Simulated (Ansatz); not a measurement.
`[SH][SnH3]` + ethanol → `CC[O][SnH3]` + H₂S at 600 K and 1 bar (ligand exchange at the Sn–S bond).

Isolated molecules relaxed with PBE0-D4/def2-TZVP in Ansatz; ΔE leaves out vibrations. CBS: MP2 limit from def2 TZ/QZ plus the TZ coupled-cluster correction, frozen cores. This one scheme is used for every species. def2 core potentials past Kr. For Sn outer-core shells are correlated without core-valence functions, which leaves a few kJ/mol of doubt a bond. One conformer a species, not always the lowest.

```
      species  CCSD(T)/CBS energy (Eh)  H − E (kJ/mol)  S (J/(mol·K))
 `[SH][SnH3]`               -614.20548           117.8          361.0
        `CCO`               -154.88256           250.6          328.9
`CC[O][SnH3]`               -370.09955           299.4          451.5
          H₂S               -398.97279            60.8          230.9
```

H − E and S are ideal-gas, rigid-rotor, harmonic terms from PBE0-D4/def2-TZVP, for one conformer and one mirror image of each species. 1 Eh = 2625.50 kJ/mol, R = 8.31446 J/(mol·K).

Q: By hand: ΔE, ΔH, ΔS and ΔG.

A: ΔE = (-370.09955) + (-398.97279) − (-614.20548) − (-154.88256) = 0.01570 Eh = 41.2 kJ/mol. Δ(H − E) = 299.4 + 60.8 − 117.8 − 250.6 = -8.2, so ΔH = 33.0 kJ/mol. ΔS = 451.5 + 230.9 − 361.0 − 328.9 = -7.5 J/(mol·K). ΔG = 33.0 − 600 × (-7.5)/1000 = 37.5 kJ/mol.

Q: By hand: the equilibrium constant, and the temperature at which ΔG would vanish if ΔH and ΔS stayed fixed.

A: log₁₀ K = −ΔG/(RT ln 10) = -3.3. ΔH and −TΔS have one sign here, so there is no such temperature.

The number of gas molecules stays the same, so ΔS is small and ΔH decides. A doubt of 5 kJ/mol in ΔE shifts log₁₀ K by 0.4 here. Other conformers and mirror images would add mixing entropy, several J/(mol·K) or more a flexible species. Modes under 60 cm⁻¹, often nearly free rotors, make the harmonic entropy too high. These are equilibria of isolated gas molecules and say nothing of rates. Largest T1 diagnostic: 0.013 (customary marks: 0.02 for closed shells, 0.045 for open ones).

ΔS is within the doubt of such terms, so its sign, and with it that verdict, could turn.
